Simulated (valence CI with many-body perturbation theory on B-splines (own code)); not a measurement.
The numbers below are computed, except where a source is named.
**Energy levels of Pt71+**

Level of theory: valence CI with perturbative core correlation (CI+MBPT): five valence electrons over a frozen Dirac-Fock core [He], radial functions for each j: 11 s, 11 p, 10 d, 8 f, 5 g, 2 h, with the one-electron correlation potential Σ1, the two-electron term Σ2, the three-electron term Σ3, Breit, model QED; selected CI, second order for the rest, scaled by the run's own slope (own B-spline code, finite nucleus).

No measured spectrum was set against this ion. As an estimate, large intervals hold to a few tenths of a per cent, small ones and those within an open d or f shell to about a per cent. Among the levels kept, up to 7600 cm⁻¹ of a level comes from second order outside the variational space, and about a tenth of that is noise between levels of different J, which matters for small intervals.

Levels 1 to 45 of 202, with energies above the lowest level, (2s^2 2p1/2^2 2p3/2) J=3/2. "Leading %" is the weight of the configuration and term that name the level; weights of strongly mixed levels are sums over their largest components and can fall short. In the jj column 3d3/2^4 stands for four electrons in 3d with j = 3/2.

```tsv
No.	Configuration	Term	J	E (eV)	Leading %	Second component	Leading jj
1	2s2 2p3	2P°	3/2	0	49	27 % 2s2 2p3 2D°	2s^2 2p1/2^2 2p3/2 (100 %)
2	2s2 2p3	4S°	3/2	1777	56	44 % 2s2 2p3 2D°	2s^2 2p1/2 2p3/2^2 (100 %)
3	2s2 2p3	2D°	5/2	1800	100		2s^2 2p1/2 2p3/2^2 (100 %)
4	2s2 2p3	2P°	1/2	1858	100		2s^2 2p1/2 2p3/2^2 (100 %)
5	2s 2p4	4P	5/2	2154	69	31 % 2s 2p4 2D	2s 2p1/2^2 2p3/2^2 (100 %)
6	2s 2p4	2S	1/2	2269	65	25 % 2s 2p4 4P	2s 2p1/2^2 2p3/2^2 (100 %)
7	2s 2p4	2P	3/2	2270	52	34 % 2s 2p4 2D	2s 2p1/2^2 2p3/2^2 (100 %)
8	2s2 2p3	2P°	3/2	3639	51	28 % 2s2 2p3 2D°	2s^2 2p3/2^3 (99 %)
9	2s 2p4	4P	3/2	3962	86	10 % 2s 2p4 2D	2s 2p1/2 2p3/2^3 (100 %)
10	2s 2p4	2D	5/2	4004	69	31 % 2s 2p4 4P	2s 2p1/2 2p3/2^3 (100 %)
11	2s 2p4	2P	1/2	4076	65	35 % 2s 2p4 4P	2s 2p1/2 2p3/2^3 (100 %)
12	2s 2p4	2D	3/2	4083	55	43 % 2s 2p4 2P	2s 2p1/2 2p3/2^3 (100 %)
13	2p5	2P°	3/2	4499	99		2p1/2^2 2p3/2^3 (99 %)
14	2s 2p4	4P	1/2	5873	40	35 % 2s 2p4 2S	2s 2p3/2^4 (100 %)
15	2p5	2P°	1/2	6309	100		2p1/2 2p3/2^4 (100 %)
16	2s2 2p2 3s	4P	1/2	9791	46	32 % 2s2 2p2 3s 2S	2s^2 2p1/2^2 3s (100 %)
17	2s2 2p2 3p	2P°	1/2	9905	47	38 % 2s2 2p2 3p 4D°	2s^2 2p1/2^2 3p1/2 (100 %)
18	2s2 2p2 3p	2P°	3/2	10445	35	20 % 2s2 2p2 3p 4D°	2s^2 2p1/2^2 3p3/2 (100 %)
19	2s2 2p2 3d	2D	3/2	10542	43	32 % 2s2 2p2 3d 4F	2s^2 2p1/2^2 3d3/2 (100 %)
20	2s2 2p2 3d	2D	5/2	10688	37	18 % 2s2 2p2 3d 4D	2s^2 2p1/2^2 3d5/2 (100 %)
21	2s2 2p2 3s	4P	3/2	11586	88	10 % 2s2 2p2 3s 2P	2s^2 2p1/2 2p3/2 3s (100 %)
22	2s2 2p2 3s	2P	1/2	11597	67	33 % 2s2 2p2 3s 4P	2s^2 2p1/2 2p3/2 3s (100 %)
23	2s2 2p2 3s	2D	5/2	11606	65	35 % 2s2 2p2 3s 4P	2s^2 2p1/2 2p3/2 3s (100 %)
24	2s2 2p2 3s	2D	3/2	11613	64	35 % 2s2 2p2 3s 2P	2s^2 2p1/2 2p3/2 3s (100 %)
25	2s2 2p2 3p	4P°	1/2	11699	49	28 % 2s2 2p2 3p 4D°	2s^2 2p1/2 2p3/2 3p1/2 (100 %)
26	2s2 2p2 3p	4D°	3/2	11705	55	22 % 2s2 2p2 3p 2D°	2s^2 2p1/2 2p3/2 3p1/2 (100 %)
27	2s2 2p2 3p	2F°	5/2	11718	50	30 % 2s2 2p2 3p 2D°	2s^2 2p1/2 2p3/2 3p1/2 (100 %)
28	2s2 2p2 3p	2P°	3/2	11765	43	25 % 2s2 2p2 3p 2D°	2s^2 2p1/2 2p3/2 3p1/2 (99 %)
29	2s 2p3 3s	4P°	5/2	11919	48	25 % 2s 2p3 3s 6S°	2s 2p1/2^2 2p3/2 3s (99 %)
30	2s 2p3 3s	2P°	3/2	11950	35	24 % 2s 2p3 3s 4S°	2s 2p1/2^2 2p3/2 3s (99 %)
31	2s 2p3 3s	2P°	1/2	12022	43	30 % 2s 2p3 3s 4D°	2s 2p1/2^2 2p3/2 3s (99 %)
32	2s 2p3 3s	2P°	3/2	12033	39	20 % 2s 2p3 3s 4S°	2s 2p1/2^2 2p3/2 3s (99 %)
33	2s 2p3 3p	4P	3/2	12044	30	20 % 2s 2p3 3p 6P	2s 2p1/2^2 2p3/2 3p1/2 (100 %)
34	2s 2p3 3p	2D	5/2	12044	26	19 % 2s 2p3 3p 4D	2s 2p1/2^2 2p3/2 3p1/2 (100 %)
35	2s 2p3 3p	2P	1/2	12137	36	18 % 2s 2p3 3p 4P	2s 2p1/2^2 2p3/2 3p1/2 (99 %)
36	2s 2p3 3p	2D	3/2	12139	36	21 % 2s 2p3 3p 4F	2s 2p1/2^2 2p3/2 3p1/2 (99 %)
37	2s2 2p2 3p	4D°	5/2	12230	52	34 % 2s2 2p2 3p 4P°	2s^2 2p1/2 2p3/2 3p3/2 (100 %)
38	2s2 2p2 3p	2P°	1/2	12235	37	30 % 2s2 2p2 3p 4P°	2s^2 2p1/2 2p3/2 3p3/2 (99 %)
39	2s2 2p2 3p	2D°	3/2	12240	53	20 % 2s2 2p2 3p 4P°	2s^2 2p1/2 2p3/2 3p3/2 (100 %)
40	2s2 2p2 3p	2F°	7/2	12246	65	35 % 2s2 2p2 3p 4D°	2s^2 2p1/2 2p3/2 3p3/2 (100 %)
41	2s2 2p2 3p	4S°	3/2	12269	33	30 % 2s2 2p2 3p 2P°	2s^2 2p1/2 2p3/2 3p3/2 (99 %)
42	2s2 2p2 3p	2D°	5/2	12277	66	15 % 2s2 2p2 3p 2F°	2s^2 2p1/2 2p3/2 3p3/2 (100 %)
43	2s2 2p2 3p	2P°	1/2	12303	87	7 % 2s2 2p2 3p 4D°	2s^2 2p1/2 2p3/2 3p3/2 (100 %)
44	2s2 2p2 3d	4F	3/2	12340	43	26 % 2s2 2p2 3d 2P	2s^2 2p1/2 2p3/2 3d3/2 (100 %)
45	2s2 2p2 3d	4F	5/2	12341	52	38 % 2s2 2p2 3d 2F	2s^2 2p1/2 2p3/2 3d3/2 (100 %)
```

The ionisation energy to 2s2 2p2 3P_0 of the next ion comes out as 18636 eV (NIST: 18630 ± 60 eV (theoretical)). All 202 levels together are meant to be complete up to 14924 eV.
